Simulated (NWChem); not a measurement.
System: PbNH2Cl, singlet; SMILES [Pb]([Cl])[NH2]

Here is an NWChem input.

```
start job
memory heap 200 mb stack 900 mb global 1100 mb
geometry units angstroms
  Pb    -0.067396    -0.197750     0.289634
  Cl    -0.259003     1.727934    -1.290748
  N      1.392555    -1.230910    -0.848090
  H      1.832737    -2.111404    -0.633750
  H      1.780423    -0.910247    -1.719921
end
basis spherical
  * library def2-svp
end
ecp
  Pb library def2-ecp
end
dft
  xc pbe0
  iterations 150
end
driver
  maxiter 120
end
task dft optimize
dft
  grid fine
  convergence energy 1d-8 density 1d-7
end
task dft freq numerical
```

Excerpt of the output:

```
             Northwest Computational Chemistry Package (NWChem) 7.3.0
             --------------------------------------------------------

 C1  symmetry detected

                             Geometry "geometry" -> ""
                             -------------------------

 Output coordinates in angstroms (scale by  1.889725989 to convert to a.u.)

  No.       Tag          Charge          X              Y              Z
 ---- ---------------- ---------- -------------- -------------- --------------
    1 Pb                  82.0000    -0.23995976    -0.34553174    -0.00001737
    2 Cl                  17.0000     0.12445094     2.12626603    -0.00001387
    3 N                    7.0000     1.82128559    -0.84006161    -0.00050445
    4 H                    1.0000     2.23578477    -1.75829295     0.00312083
    5 H                    1.0000     2.57625009    -0.17419554     0.00207017

 Effective nuclear repulsion energy (a.u.)     499.9627963361

                                Z-matrix (autoz)
                                --------

 Units are Angstrom for bonds and degrees for angles

      Type          Name      I     J     K     L     M      Value
      ----------- --------  ----- ----- ----- ----- ----- ----------
    1 Stretch                  1     2                       2.49852
    2 Stretch                  1     3                       2.11974
    3 Stretch                  3     4                       1.00746
    4 Stretch                  3     5                       1.00666
    5 Bend                     1     3     4               127.78585
    6 Bend                     1     3     5               125.09678
    7 Bend                     2     1     3                95.10474
    8 Bend                     4     3     5               107.11612
    9 Torsion                  2     1     3     4         179.73001
   10 Torsion                  2     1     3     5           0.18945

                           NWChem Geometry Optimization
                           ----------------------------

 maximum gradient threshold         (gmax) =   0.000450
 rms gradient threshold             (grms) =   0.000300
 maximum cartesian step threshold   (xmax) =   0.001800
 rms cartesian step threshold       (xrms) =   0.001200
 fixed trust radius                (trust) =   0.300000
 source of zmatrix                         =   autoz

          -------------------
          Energy Minimization
          -------------------

[...]

      ----------------------
      Optimization converged
      ----------------------

  Step       Energy      Delta E   Gmax     Grms     Xrms     Xmax
  ---- ---------------- -------- -------- -------- -------- --------
@    5    -708.68234942 -3.5D-07  0.00013  0.00006  0.00047  0.00093
                                     ok       ok       ok       ok

                                Z-matrix (autoz)
                                --------

 Units are Angstrom for bonds and degrees for angles

      Type          Name      I     J     K     L     M      Value     Gradient
      ----------- --------  ----- ----- ----- ----- ----- ---------- ----------
    1 Stretch                  1     2                       2.50410    0.00013
    2 Stretch                  1     3                       2.12285    0.00012
    3 Stretch                  3     4                       1.01586    0.00002
    4 Stretch                  3     5                       1.01679   -0.00003
    5 Bend                     1     3     4               126.48345   -0.00001
    6 Bend                     1     3     5               121.89693    0.00005
    7 Bend                     2     1     3                92.36091   -0.00005
    8 Bend                     4     3     5               111.61962   -0.00003
    9 Torsion                  2     1     3     4        -179.97810    0.00000
   10 Torsion                  2     1     3     5          -0.00175    0.00000

                         Geometry "geometry" -> "geometry"
                         ---------------------------------

 Output coordinates in angstroms (scale by  1.889725989 to convert to a.u.)

[...]

 Rotational Constants
 --------------------
 A=   0.237290 cm-1  (  0.341400 K)
 B=   0.086918 cm-1  (  0.125053 K)
 C=   0.063616 cm-1  (  0.091527 K)

 Temperature                      =   298.15K
 frequency scaling parameter      =   1.0000

 Zero-Point correction to Energy  =   15.846 kcal/mol  (  0.025253 au)
 Thermal correction to Energy     =   18.957 kcal/mol  (  0.030210 au)
 Thermal correction to Enthalpy   =   19.549 kcal/mol  (  0.031154 au)

 Total Entropy                    =   76.670 cal/mol-K
   - Translational                =   42.535 cal/mol-K (mol. weight = 258.9642)
   - Rotational                   =   26.599 cal/mol-K (symmetry #  =        1)
   - Vibrational                  =    7.536 cal/mol-K

 Cv (constant volume heat capacity) =   14.819 cal/mol-K
   - Translational                  =    2.979 cal/mol-K
   - Rotational                     =    2.979 cal/mol-K
   - Vibrational                    =    8.860 cal/mol-K

[normal modes left out]

 ----------------------------------------------------------------------------
 Normal Eigenvalue ||           Projected Infra Red Intensities
  Mode   [cm**-1]  || [atomic units] [(debye/angs)**2] [(KM/mol)] [arbitrary]
 ------ ---------- || -------------- ----------------- ---------- -----------
    1       -0.000 ||    0.002277           0.053         2.220       0.761
    2       -0.000 ||    0.000043           0.001         0.042       0.014
    3       -0.000 ||    0.000049           0.001         0.048       0.016
    4       -0.000 ||    0.000262           0.006         0.255       0.088
    5       -0.000 ||    0.003059           0.071         2.982       1.023
    6       -0.000 ||    0.000433           0.010         0.422       0.145
    7      129.235 ||    0.001380           0.032         1.346       0.462
    8      297.359 ||    0.207146           4.779       201.936      69.278
    9      314.123 ||    0.049553           1.143        48.307      16.573
   10      444.306 ||    0.031660           0.730        30.864      10.589
   11      558.196 ||    0.070075           1.617        68.312      23.436
   12      596.445 ||    0.024348           0.562        23.735       8.143
   13     1482.038 ||    0.007782           0.180         7.586       2.603
   14     3570.430 ||    0.025303           0.584        24.666       8.462
   15     3697.841 ||    0.025139           0.580        24.506       8.407
 ----------------------------------------------------------------------------
```

Level: PBE0/def2-SVP with def2 effective core potentials on Pb. Low-valent species are run as closed-shell singlets; no triplet was tried in these runs. def2 effective core potentials on Pb; no spin-orbit coupling.
